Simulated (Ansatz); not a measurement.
CH₆CuN⁻, that is Cu(NH3)Me with one electron more. Charge -1, multiplicity 2. Geometry PBE0-D4/def2-TZVP, that of the neutral singlet.

Cartesian coordinates in Å:
```
Cu -0.0191 -0.0111 0.0071
N 1.6062 0.9387 -0.5961
H 2.4430 0.4024 -0.3900
H 1.6970 1.8395 -0.1372
H 1.5850 1.1038 -1.5974
C -1.5829 -0.9250 0.5874
H -1.7138 -1.8702 0.0493
H -2.4815 -0.3213 0.4199
H -1.5341 -1.1568 1.6570
```

At PBE-D4/def2-TZVPD, r2SCAN-D4/def2-TZVPD, PBE0-D4/def2-TZVPD the highest occupied level of the charge -1 doublet lies above zero (up to 2.03 eV). By energy differences it is unbound by 0.30 eV (vertical, to the charge 0 singlet, at PBE-D4/def2-TZVPD) and held by the finite basis.

(1) Estimate the α-spin orbital energies around the gap (eV) in Ansatz with PBE-D4/def2-TZVPD, r2SCAN-D4/def2-TZVPD, PBE0-D4/def2-TZVPD.

## Answers

(1) 
```json
{"orbital": "HOMO−5", "PBE-D4/def2-TZVPD": "-0.86", "r2SCAN-D4/def2-TZVPD": "-0.98", "PBE0-D4/def2-TZVPD": "-2.90"}
{"orbital": "HOMO−4", "PBE-D4/def2-TZVPD": "-0.86", "r2SCAN-D4/def2-TZVPD": "-0.98", "PBE0-D4/def2-TZVPD": "-2.90"}
{"orbital": "HOMO−3", "PBE-D4/def2-TZVPD": "-0.82", "r2SCAN-D4/def2-TZVPD": "-0.93", "PBE0-D4/def2-TZVPD": "-2.82"}
{"orbital": "HOMO−2", "PBE-D4/def2-TZVPD": "-0.82", "r2SCAN-D4/def2-TZVPD": "-0.93", "PBE0-D4/def2-TZVPD": "-2.82"}
{"orbital": "HOMO−1", "PBE-D4/def2-TZVPD": "-0.55", "r2SCAN-D4/def2-TZVPD": "-0.60", "PBE0-D4/def2-TZVPD": "-1.75"}
{"orbital": "HOMO", "PBE-D4/def2-TZVPD": "2.03", "r2SCAN-D4/def2-TZVPD": "1.97", "PBE0-D4/def2-TZVPD": "1.61"}
{"orbital": "LUMO", "PBE-D4/def2-TZVPD": "3.11", "r2SCAN-D4/def2-TZVPD": "3.26", "PBE0-D4/def2-TZVPD": "3.55"}
{"orbital": "LUMO+1", "PBE-D4/def2-TZVPD": "3.11", "r2SCAN-D4/def2-TZVPD": "3.26", "PBE0-D4/def2-TZVPD": "3.55"}
{"orbital": "LUMO+2", "PBE-D4/def2-TZVPD": "3.34", "r2SCAN-D4/def2-TZVPD": "3.82", "PBE0-D4/def2-TZVPD": "3.87"}
{"orbital": "LUMO+3", "PBE-D4/def2-TZVPD": "4.55", "r2SCAN-D4/def2-TZVPD": "4.86", "PBE0-D4/def2-TZVPD": "5.01"}
{"orbital": "LUMO+4", "PBE-D4/def2-TZVPD": "4.62", "r2SCAN-D4/def2-TZVPD": "4.89", "PBE0-D4/def2-TZVPD": "5.29"}
{"orbital": "LUMO+5", "PBE-D4/def2-TZVPD": "4.62", "r2SCAN-D4/def2-TZVPD": "4.89", "PBE0-D4/def2-TZVPD": "5.29"}
{"orbital": "β HOMO", "PBE-D4/def2-TZVPD": "-0.48", "r2SCAN-D4/def2-TZVPD": "-0.49", "PBE0-D4/def2-TZVPD": "-1.59"}
{"orbital": "β LUMO", "PBE-D4/def2-TZVPD": "2.59", "r2SCAN-D4/def2-TZVPD": "2.89", "PBE0-D4/def2-TZVPD": "3.16"}
```
